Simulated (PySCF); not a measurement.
C₄H₁₁Si (SMILES [CH2][Si](C)(C)C), doublet, geometry from GFN2-xTB, atoms displaced at random by about 0.08 Å a coordinate; PySCF with HF/STO-3G, gradient.

Input for PySCF:
```python
from pyscf import gto, scf

mol = gto.Mole()
mol.atom = '''
    C    -0.92384968   -0.10897181    1.76469076
    Si   -0.17883884   -0.08370936    0.08242319
    C     0.20487444    1.79447241   -0.57183921
    C    -1.00304566   -1.07151024   -1.31192896
    C     1.79778044   -0.66242147    0.20001450
    H    -0.52300941    0.20027014    2.59083803
    H    -1.93693205   -0.56348412    1.53761005
    H     0.39564348    2.42781716    0.33854178
    H     0.43615041    1.97042857   -1.48027566
    H    -1.03869299    2.28409505   -0.62514714
    H    -0.62805215   -1.06544962   -2.24064707
    H    -1.07129266   -2.06578465   -1.02953118
    H    -2.00757124   -0.64640674   -1.35012079
    H     2.25730660   -0.05951904    0.96912868
    H     1.77224292   -1.74925330    0.45995470
    H     2.30266371   -0.60821951   -0.84104256
'''
mol.basis = 'sto-3g'
mol.spin = 1
mol.verbose = 3
mol.build()

mf = scf.UHF(mol)
mf.conv_tol = 1e-11
mf.kernel()
g = mf.nuc_grad_method()
grad = g.kernel()
```

What the program printed (banner, timings and long lists left out):

```
converged SCF energy = -441.478102122352  <S^2> = 0.76943955  2S+1 = 2.019346
--------------- UHF gradients ---------------
         x                y                z
0 C     0.0974211507     0.0690126316     0.1801494639
1 Si    -0.1505362727    -0.0492567291     0.0552098286
2 C     0.2569037893     0.0163853729    -0.2208625058
3 C     0.0542171894    -0.0509324519    -0.1007610853
4 C     0.0738784083     0.0290840502     0.0502221878
5 H    -0.0416319076    -0.0381123041    -0.1187555951
6 H    -0.0275100479    -0.0196835976    -0.0513307035
7 H    -0.0394388155     0.0144037656     0.0440386884
8 H    -0.0782940969    -0.0322813733     0.1437127765
9 H    -0.1013634574     0.0505529751     0.0036340319
10 H    -0.0455818171    -0.0147465820     0.0762427738
11 H     0.0089249242     0.0453230893    -0.0139953702
12 H    -0.0021834868     0.0129034207     0.0080185311
13 H    -0.0128705711     0.0034774525     0.0033131013
14 H    -0.0125456509    -0.0280556439    -0.0030907835
15 H     0.0206106621    -0.0080740759    -0.0557453398
----------------------------------------------
```
